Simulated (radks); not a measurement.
The scandium ion Sc4+, 17 electrons, occupied as [Ne] 3s2 3p5 (the NIST ground configuration). Method: non-relativistic Kohn-Sham, r2SCAN, spin-unpolarised, spherical densities, point nucleus; meta-GGA in the generalised Kohn-Sham scheme; computed with a radial shooting solver on a logarithmic mesh with Libxc functionals.

Unscreened Slater integrals over Kohn-Sham orbitals (cm^-1).

F0(3p,3p): 181150
F2(3p,3p): 92219
F0(3p,3s): 185350
G1(3p,3s): 124200
F0(3p,2p): 244230
F2(3p,2p): 48135
G0(3p,2p): 19084
G2(3p,2p): 19722
F0(3p,2s): 239920
G1(3p,2s): 14636
F0(3s,3s): 189950
F0(3s,2p): 251270
G1(3s,2p): 20610
F0(3s,2s): 247920
G0(3s,2s): 16535
F0(2p,2p): 652130
F2(2p,2p): 305880
F0(2p,2s): 606380
G1(2p,2s): 353720
F0(2s,2s): 576440

Derived for the open shells (J is the average intra-shell exchange parameter used in DFT+U). 3p: J = F2/5 = 18440 cm^-1.
